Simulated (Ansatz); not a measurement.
`[OH][Hf]([OH])([OH])[Br]` at its PBE0-D4/def2-TZVP geometry, where that method's forces vanish. Total charge 0; spin multiplicity 1. Hf: def2 effective core potential.

```xyz
8

O    -1.0409   -1.2913    0.7893
Hf   -0.1439    0.2530    0.1001
O     1.6693    0.2788    0.7136
O    -0.1816    0.2261   -1.8137
Br   -1.3302    2.3409    0.9254
H    -1.1875   -2.0804    1.3006
H     2.6190    0.3283    0.6798
H    -0.4042   -0.0555   -2.6950
```

Problem. What forces (eV/Å) does PBE-D4/def2-TZVPP give on these atoms in Ansatz 0.2.0? (An estimate is asked.)

Solution. Computed: 
```
O1  -0.100  0.147 -0.145
Hf2 -0.072  0.126  0.050
O3  -0.179 -0.012  0.143
O4   0.110  0.161  0.119
Br5 -0.061  0.108  0.043
H6  -0.058 -0.396  0.258
H7   0.475  0.021 -0.032
H8  -0.116 -0.155 -0.436
```
